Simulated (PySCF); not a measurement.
An unknown is described by computed data only.

Formula: C11H17OPS.

| Item | Value |
| --- | --- |
| UV, strongest line | among the 10 lowest singlet transitions: S9 at 5.88 eV (211 nm, f = 0.083) [TDDFT B3LYP/def2-SVPD] |
| Triplet | lowest triplet excitation (Tamm–Dancoff): 4.07 eV [TDA B3LYP/def2-SVPD] |
| Dipole | 5.66 D [B3LYP/def2-SVPD] |
| UV, first state | lowest singlet excitation: 4.28 eV (289 nm, f = 0.000) [TDDFT B3LYP/def2-SVPD] |
| 13C NMR | chemical shifts (computed TMS as zero) by class: 139.0 (1 C), 134.0 (1 C), 133.1 (2 C), 131.6 (2 C), 78.0 (1 C), 40.4 (1 C), 33.5 (1 C), 29.1 (1 C), 13.6 (1 C) ppm [GIAO PBE/pcSseg-1] |
| Rotational structure | rotational constants A, B, C: 0.984, 0.328, 0.299 GHz [PBE0-D3(BJ)/def2-SVP] |
| 1H NMR | chemical shifts (computed TMS as zero) by class: 7.86 (2 H), 7.50 (2 H), 7.47 (1 H), 4.54 (1 H), 3.76 (1 H), 2.64 (1 H), 2.46 (1 H), 1.97 (1 H), 1.82 (3 H), 1.79 (1 H), 0.98 (3 H) ppm [GIAO PBE/pcSseg-1] |
| NMR, other nuclei | isotropic shieldings of nuclei other than C and H, by class: 248 (1 O), 283 (1 P), 718 (1 S) ppm [GIAO PBE/pcSseg-1] |
| Polarisability | 180.4 au [B3LYP/def2-SVPD] |

Electronic properties: PySCF, gas phase, density fitting. Levels stand in brackets. Geometry: PBE0-D3(BJ)/def2-SVP, one conformer, isolated molecule. Each NMR value is the plain mean over a class of atoms that symmetry, rotation or inversion makes alike.

Problem. What is the compound? Reason from the data.

Solution. Numbering: `[CH3:1][CH2:2][C@H:3]([OH:4])[CH2:5][P@@:6]([CH3:7])(=[S:8])[c:9]1[cH:10][cH:11][cH:12][cH:13][cH:14]1`. 11 carbons fall into 9 classes; from least to most shielded: substituted aromatic carbon [C9] (139.0 ppm), aromatic CH carbon [C12] (134.0 ppm), aromatic CH carbon [C10/C14] (133.1 ppm, 2 C, up to 6.1 ppm apart in this geometry), aromatic CH carbon [C11/C13] (131.6 ppm, 2 C), carbinol carbon (C–OH) [C3] (78.0 ppm), chain sp3 carbon bound to phosphorus [C5] (40.4 ppm), chain CH2 carbon [C2] (33.5 ppm), chain sp3 carbon bound to phosphorus [C7] (29.1 ppm), methyl carbon [C1] (13.6 ppm). Hydrogen classes from least to most shielded: 2 H on the ortho carbons, C10/C14 (7.86 ppm, a mean of values up to 1.2 ppm apart in this geometry), 2 H on the meta carbons, C11/C13 (7.50 ppm), 1 H on the para carbon, C12 (7.47 ppm), 1 H on an alcohol oxygen, O4 (4.54 ppm), 1 H on a carbinol carbon (C–OH), C3 (3.76 ppm), 1 H on a chain CH2 carbon, C2 (2.64 ppm), 1 H on an sp3 carbon bound to phosphorus, C5 (2.46 ppm), 1 H on an sp3 carbon bound to phosphorus, C5 (1.97 ppm), 3 H on an sp3 carbon bound to phosphorus, C7 (1.82 ppm), 1 H on a chain CH2 carbon, C2 (1.79 ppm), 3 H on a methyl carbon, C1 (0.98 ppm, a mean of values up to 0.6 ppm apart in this geometry). The other shieldings belong to: 248 ppm, alcohol oxygen [O4]; 283 ppm, phosphorus bonded to 3 C and S [P6]; 718 ppm, sulfur bonded to P [S8]. The optimised geometry has point group C1 and is an asymmetric top. Structure: `CC[C@H](O)C[P@@](C)(=S)C1=CC=CC=C1` ((2-hydroxybutyl)methylphenylphosphine sulfide). Computed isomers that give other values at the same levels: `CC(C)(O)C[P@@](C)(=S)c1ccccc1` (rotational constant A: 0.768 GHz; this holds for the one conformer computed). The assignments are read from this structure; whether some other isomer fits the data as well wasn't checked. The mirror image fits equally.
